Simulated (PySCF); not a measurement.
Cost of one run: shielding job, `CO[SiH2]OCC(Cl)Cl`.

Method: GIAO PBE0/pcSseg-1 NMR shielding, non-relativistic, gas phase (PySCF 2.14.0, density-fitted response routines). Geometry: PBE0-D3(BJ)/def2-SVP. Work: shieldings, charges and field gradients, density and orbital grids written, density fitting. The input is one job of a driver script: a line of settings, then coordinates in Å.

Command:
```bash
OMP_NUM_THREADS=1 python probes_run.py task.json out
```

Input:
```
{"job": {"kind": "nmr", "xc": "PBE0", "basis": "pcSseg-1"}, "charge": 0, "multiplicity": 1}
C      2.215305     0.460337    -0.848397
O      1.761692    -0.489567     0.078843
Si     0.876759    -0.265948     1.455276
O     -0.698667    -0.756817     1.194739
C     -1.344079    -0.895669    -0.025947
C     -2.227485     0.305474    -0.315506
Cl    -1.250699     1.791401    -0.454569
Cl    -3.159337     0.012350    -1.795349
H      1.421297     1.165860    -1.145241
H      2.560558    -0.068092    -1.750076
H      3.065675     1.039600    -0.448809
H      1.405169    -1.168011     2.507870
H      0.925497     1.160810     1.884456
H     -2.002915    -1.780133     0.006760
H     -0.640444    -1.029238    -0.866775
H     -2.937661     0.482817     0.501523
```

Hardware: Arm Neoverse V2, one thread, shared host with 192 logical CPUs at a one-minute load of 125. PySCF's memory limit was set to 2000 MB.

How large is the basis?

197 functions for 90 electrons, with 1094 fitting functions; the fitted three-index integrals, 1094 × 197 × 198/2 numbers of 8 bytes, come to 160 MiB.

Question: Which is nearest to the wall time?
A. 36 min
B. 36 s
C. 4.9 min

Answer: B. The run took 36 s. The SCF took 13 cycles.

How much memory does it need at the peak?

About 1.1 GiB. Peak memory is the resident size of the whole Python process, interpreter and libraries included.

At this speed, how long would 100 such jobs take on 16 cores, one job a core?

100/16 gives 7 rounds of 36 s, about 4.2 min of wall time and 1 core-hours, if the jobs don't slow each other.

The SCF part of the output:
```
coarse grid: 15264 points
cycle   1  E = -1478.5054274273  dE =  9.283e-01  |g| = 9.055e-01  |ddm| = 3.564e+00
cycle   2  E = -1478.2725538699  dE =  2.329e-01  |g| = 1.434e+00  |ddm| = 1.855e+00
cycle   3  E = -1478.6561052491  dE = -3.836e-01  |g| = 6.513e-02  |ddm| = 1.262e+00
cycle   4  E = -1478.6569175525  dE = -8.123e-04  |g| = 2.275e-02  |ddm| = 8.033e-02
cycle   5  E = -1478.6570170190  dE = -9.947e-05  |g| = 6.225e-03  |ddm| = 2.664e-02
cycle   6  E = -1478.6570233244  dE = -6.305e-06  |g| = 2.905e-03  |ddm| = 6.936e-03
final grid: 134440 points
cycle   7  E = -1478.7224839696  dE = -2.692e-05  |g| = 1.261e-02  |ddm| = 2.237e-02
cycle   8  E = -1478.7224500168  dE =  3.395e-05  |g| = 1.815e-02  |ddm| = 1.933e-02
cycle   9  E = -1478.7225139754  dE = -6.396e-05  |g| = 1.504e-03  |ddm| = 1.253e-02
cycle  10  E = -1478.7225144041  dE = -4.288e-07  |g| = 3.355e-04  |ddm| = 1.449e-03
cycle  11  E = -1478.7225144288  dE = -2.470e-08  |g| = 6.566e-05  |ddm| = 2.767e-04
cycle  12  E = -1478.7225144294  dE = -6.094e-10  |g| = 3.473e-05  |ddm| = 7.706e-05
cycle  13  E = -1478.7225144297  dE = -2.069e-10  |g| = 5.824e-06  |ddm| = 2.950e-05
converged SCF energy = -1478.7225144297
```

On the final grid dE counts from the start density on that grid.

The host was shared with other jobs, so the times are rough.
